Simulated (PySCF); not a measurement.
**Sulfur: a sound run and one with changed settings**

Sound run: S⁺ [Ne] 3s2 3p3, S²⁺ [Ne] 3s2 3p2. All numbers are calculated (PySCF 2.14, no relativity, point nucleus, in cc-pV(T+d)Z (5s4p3d1f, 39 functions)). In the sound run the correlated levels freeze [Ne]. The sound run starts from symmetry-adapted Hartree-Fock orbitals and uses a fine grid where one is needed.

Changed run: basis STO-3G. This setting is unsound on purpose.

```json
{"species": "S⁺", "method": "UHF", "sound run (hartree)": "-397.17001", "changed run (hartree)": "-392.92422", "converged": "yes"}
{"species": "S⁺", "method": "PBE", "sound run (hartree)": "-397.56125", "changed run (hartree)": "-393.21771", "converged": "yes"}
{"species": "S⁺", "method": "BP86", "sound run (hartree)": "-397.76640", "changed run (hartree)": "-393.41776", "converged": "yes"}
{"species": "S⁺", "method": "MP2", "sound run (hartree)": "-397.26014", "changed run (hartree)": "-392.92422", "converged": "yes"}
{"species": "S²⁺", "method": "UHF", "sound run (hartree)": "-396.33505", "changed run (hartree)": "-392.09347", "converged": "yes"}
{"species": "S²⁺", "method": "PBE", "sound run (hartree)": "-396.70419", "changed run (hartree)": "-392.36418", "converged": "yes"}
{"species": "S²⁺", "method": "BP86", "sound run (hartree)": "-396.90845", "changed run (hartree)": "-392.56313", "converged": "yes"}
{"species": "S²⁺", "method": "MP2", "sound run (hartree)": "-396.40257", "changed run (hartree)": "-392.10181", "converged": "yes"}
{"species": "S²⁺", "method": "CCSD(T)", "sound run (hartree)": "-396.42693", "changed run (hartree)": "-392.10822", "converged": "yes"}
```

Ionisation energy of S⁺:

```json
{"method": "UHF", "sound run (eV)": "22.720", "changed run (eV)": "22.606"}
{"method": "PBE", "sound run (eV)": "23.322", "changed run (eV)": "23.226"}
{"method": "BP86", "sound run (eV)": "23.346", "changed run (eV)": "23.256"}
{"method": "MP2", "sound run (eV)": "23.336", "changed run (eV)": "22.379"}
{"method": "SCS-MP2", "sound run (eV)": "23.149", "changed run (eV)": "22.334"}
```

A minimal basis cannot let orbitals breathe on ionisation and holds almost no correlation.

For comparison, NIST gives 23.338 eV between the lowest levels.
